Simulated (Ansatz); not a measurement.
`O=[C]([SiH3])[GeH2][F]` and `C[C](=O)[GeH2][F]` differ in one atom or group.

Ansatz, PBE0-D4/def2-TZVP geometries, multiplicity 1. Each molecule was computed in one conformer, which needn't be the lowest.

Scalar relativity is left out up to krypton.

| property | `O=[C]([SiH3])[GeH2][F]` |
| --- | --- |
| HOMO–LUMO gap (B3LYP/def2-TZVPP) / eV | 4.19 |
| HOMO–LUMO gap (ωB97M-V/def2-TZVPP) / eV | 9.04 |
| size of the dipole moment (ωB97M-V/def2-TZVPP) / D | 0.12 |
| LUMO energy (PBE0/def2-TZVPP) / eV | -2.16 |
| LUMO energy (ωB97M-V/def2-TZVPP) / eV | 0.12 |
| LUMO energy (B3LYP/def2-TZVPP) / eV | -2.39 |

(1) Give the same properties after the change, and the shifts. (An estimate is asked.)

## Answers

(1) Ansatz gave: 
| property | `C[C](=O)[GeH2][F]` | shift |
| --- | --- | --- |
| HOMO–LUMO gap (B3LYP/def2-TZVPP) / eV | 5.38 | 1.19 |
| HOMO–LUMO gap (ωB97M-V/def2-TZVPP) / eV | 10.38 | 1.34 |
| size of the dipole moment (ωB97M-V/def2-TZVPP) / D | 0.58 | 0.46 |
| LUMO energy (PBE0/def2-TZVPP) / eV | -1.37 | 0.79 |
| LUMO energy (ωB97M-V/def2-TZVPP) / eV | 0.92 | 0.80 |
| LUMO energy (B3LYP/def2-TZVPP) / eV | -1.63 | 0.76 |

With PBE0 the HOMO falls by 0.44 eV and the LUMO rises by 0.79 eV, so the gap widens by about 1.23 eV. PBE moves the HOMO by -0.30 eV and ωB97M-V by -0.54 eV. Dipoles are sizes alone; their direction can turn.

B3LYP here is the variant with VWN-RPA as its local correlation; programs differ in this.
